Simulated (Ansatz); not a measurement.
A rate constant, worked out

An elementary step of CH₆GeO, closed shell (CH₆GeO ([CH3][OH][GeH2]) → CH₄GeO ([CH3][O][GeH]) + H₂; Ge–H, H–O broken or loosened, Ge–O, H–H formed or tightened). The start structure is the reactant molecule, and the electronic barrier above it is 1.061 eV by CCSD(T) at an estimated basis limit (MP2 extrapolated from triple and quadruple zeta, plus CCSD(T) − MP2 in triple zeta). Program: Ansatz 0.2.0. Basis: def2-TZVPP and def2-QZVPP. Cores are frozen in the correlated methods. Filled d shells of the heavier atoms are correlated. The def2 sets are not built for correlating such inner shells, so the correlated values are less sure here. Extrapolation: Hartree–Fock as exp(−7.88 √X), correlation as X^−2.97. Harmonic wavenumbers at PBE0-D4/def2-TZVP (Ansatz 0.2.0), in cm⁻¹:

Start: 105, 148, 158, 293, 491, 624, 700, 916, 1063, 1080, 1182, 1354, 1470, 1487, 1499, 1853, 1889, 3054, 3136, 3168, 3851.

Saddle: 1221i, 154, 207, 220, 501, 678, 786, 921, 1096, 1157, 1188, 1254, 1472, 1488, 1491, 1745, 1946, 1966, 2991, 3057, 3104.

(1) Work out the transition-state-theory rate constant at 500 K from these numbers alone (harmonic vibrations; rotation, path degeneracy and anharmonicity left out), and the Wigner tunnelling factor. Use 1 cm⁻¹ = 1.2398 × 10⁻⁴ eV and k_B = 8.617 × 10⁻⁵ eV/K.

No T1 diagnostic of these runs exceeds 0.016.

Answers

(1) Zero-point energies, half the sums: start 29521/2 cm⁻¹ = 1.8301 eV; saddle, real modes only, 27422/2 cm⁻¹ = 1.6999 eV.
Barrier with zero-point energy: 1.061 + 1.6999 − 1.8301 = 0.9308 eV.
k_BT = 0.04309 eV, so the barrier is 21.60 k_BT.
Vibrational partition functions from the zero-point level, ln q = −Σ ln(1 − exp(−hν/k_BT)): start 4.851, saddle 3.389.
k = (k_BT/h) exp(ln q‡ − ln q) exp(−E0/k_BT), with log₁₀(k_BT/h in s⁻¹) = 13.02: log₁₀ k = 13.02 + (-1.462 − 21.60)/2.3026 = 3.00, so k ≈ 1 × 10^(3) s⁻¹.
Wigner factor: 1 + (hν‡/k_BT)²/24 = 1 + (3.51)²/24 = 1.51. A change of 1 kcal/mol (0.043 eV) in the barrier would change k by a factor of 2.7 at this temperature.

Labels in which every atom is bracketed show which atoms are joined, not bond orders.

For scale, one of the runs: CCSD(T)/def2-TZVPP, 194 basis functions, launched by `ansatz run in.yaml --threads 4 --pin off --events-out ev --progress --plain --max-ram 9574MiB`. The run took 53 s on 4 CPU threads of an Arm Neoverse V1 (shared host), with 2.3 GiB of host memory at its peak.
